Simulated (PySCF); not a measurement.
Compound: BGeH6P.
Cartesian coordinates in Å at the PBE0-D3(BJ)/def2-SVP level; atoms count from 1:
```
atom  x, y, z in Å
B1    -1.8898   -0.4613   -0.2801
P2    -0.6408    0.0586    0.9842
Ge3    1.3326    0.4756   -0.1313
H4    -2.6864   -1.3296   -0.0242
H5    -1.9844    0.1839   -1.2967
H6    -0.3588   -1.0929    1.7647
H7     1.8711   -0.7656   -0.8637
H8     2.3721    0.9509    0.8975
H9     1.0305    1.5958   -1.1367
```

Level of theory: PBE0-D3(BJ)/def2-SVP geometry optimisation, gas phase in PySCF.

Take the most abundant isotopes and a rigid rotor. The values belong to one conformer with, in the numbering `[BH2:1][PH:2][GeH3:3]`, H–B1–P2–Ge3 142° and -46°.

(1) What are A, B and C (GHz)?

(2) What kind of rotor is it?

(3) Is it planar, by Δ = Ic − Ia − Ib?

(4) Give the other two planar moments, Paa and Pbb, and the rms extents of the mass along the axes.

(5) Which lines would a microwave search look for?

Answers

(1) Ia = 35.66, Ib = 202.81, Ic = 227.31 u·Å²; 505379 MHz·u·Å²/I gives 14172, 2492 and 2223 MHz, that is A = 14.172, B = 2.4919, C = 2.2233 GHz.

(2) A near-prolate asymmetric top. Ray's parameter κ = (2B − A − C)/(A − C) = -0.955; −1 is the prolate and +1 the oblate limit.

(3) Not planar: Δ = Ic − Ia − Ib = -11.16 u·Å². For a rigid frame Δ = −2 Σ m c², so Σ m c² = 5.58 u·Å² lies off the ab plane: 5.34 from hydrogen and 0.24 from heavier atoms. The atom farthest from that plane is 1.33 Å away.

(4) Paa = Σ m a² = (Ib + Ic − Ia)/2 = 197.23 and Pbb = Σ m b² = (Ia + Ic − Ib)/2 = 30.08 u·Å². With the mass M = 121.95 u, the rms extents √(P/M) along a, b and c are 1.27, 0.50, 0.21 Å.

(5) The dipole components are |μa| = 0.95 D, |μb| = 0.15 D, |μc| = 0.62 D. The squared components, which scale the intensities, stand as 1.00 : 0.02 : 0.43 (a : b : c). Some lines, for components of 0.1 D or more:

| type | branch | J(Ka,Kc) | MHz | lower level (cm⁻¹) |
| --- | --- | --- | --- | --- |
| a | Q | 2(1,1) ← 2(1,2) | 806 | 0.853 |
| a | R | 1(0,1) ← 0(0,0) | 4715 | 0.000 |
| a | R | 2(1,2) ← 1(1,1) | 9162 | 0.547 |
| a | R | 2(0,2) ← 1(0,1) | 9426 | 0.157 |
| a | R | 2(1,1) ← 1(1,0) | 9699 | 0.556 |
| c | Q | 2(1,2) ← 2(0,2) | 11416 | 0.472 |
| c | Q | 1(1,1) ← 1(0,1) | 11680 | 0.157 |
| b | Q | 1(1,0) ← 1(0,1) | 11949 | 0.157 |
| b | Q | 2(1,1) ← 2(0,2) | 12222 | 0.472 |
| b | R | 1(1,1) ← 0(0,0) | 16396 | 0.000 |
| c | R | 1(1,0) ← 0(0,0) | 16664 | 0.000 |
| b | R | 2(1,2) ← 1(0,1) | 20842 | 0.157 |
| c | R | 2(1,1) ← 1(0,1) | 21648 | 0.157 |
| c | Q | 2(2,1) ← 2(1,1) | 35041 | 0.879 |
| b | Q | 2(2,0) ← 2(1,1) | 35046 | 0.879 |
| b | Q | 2(2,1) ← 2(1,2) | 35847 | 0.853 |
| b | R | 2(2,1) ← 1(1,0) | 44740 | 0.556 |
| c | R | 2(2,0) ← 1(1,0) | 44745 | 0.556 |
| c | R | 2(2,1) ← 1(1,1) | 45009 | 0.547 |
| b | R | 2(2,0) ← 1(1,1) | 45013 | 0.547 |

Whether it is a minimum is left open (no frequencies). Constants of a rigid frame at the computed geometry: no zero-point averaging, no centrifugal distortion. A rigid rotor knows nothing of internal rotation, which can split or shift real lines. Quadrupole hyperfine structure (11B) is left out.
